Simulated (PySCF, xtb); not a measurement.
C2H9FSi3, SMILES [SiH3][C@@H]1C[Si@@H](F)[SiH2]1.

xtb with GFN2-xTB at its own geometry gives an orbital gap of 3.88 eV and a dipole moment of 1.50 D.

Geometry: PBE0-D3(BJ)/def2-SVP. The structure was generated by enumeration; whether it is a known compound was not checked.

Question: What does CAM-B3LYP/def2-TZVP in PySCF give? (Estimate from the structure and the level; the computed values follow.)

Answer: gap 9.40 eV (levels -8.84 and 0.55 eV), dipole 0.86 D.
